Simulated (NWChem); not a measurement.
# CHBrF2; SMILES C(F)(F)Br

```xyz
5

F     -0.1470     1.5151     1.0911
C      0.3851     0.9502     0.0000
F     -0.1470     1.5151    -1.0911
Br    -0.0242    -0.9797     0.0000
H      1.4698     1.0596     0.0000
```
Atoms are numbered in this order, from 1.

Results from NWChem. Geometry optimised at B3LYP/6-31G*; all other runs use it. Pople sets run with spherical d functions. This build's default masses of Se (78.918 u) and Br (79.917 u) are each other's, which moves their modes by up to 0.6 %.

| quantity | level | value |
|---|---|---|
| dipole in solution (D) in n-hexane | B3LYP/6-31G*, SMD | (withheld) |
| vertical, lowest state with f > 0.02, singlet (eV) | B3LYP/def2-SVPD, TDA | 8.05 |
| −ε(HOMO) (eV) | PBE/def2-SVP | (withheld) |
| isotropic polarisability (bohr³), static | B3LYP/def2-SVPD | 39.1 |
| dipole (D) | B3LYP/6-31G* | (withheld) |
| highest harmonic frequency (cm⁻¹) | B3LYP/6-31G* | 3161 |

Question: Complete the blanks.

Answer: 
- dipole in solution (D) in n-hexane, value: 1.64
- −ε(HOMO) (eV), value: 7.17
- dipole (D), value: 1.46
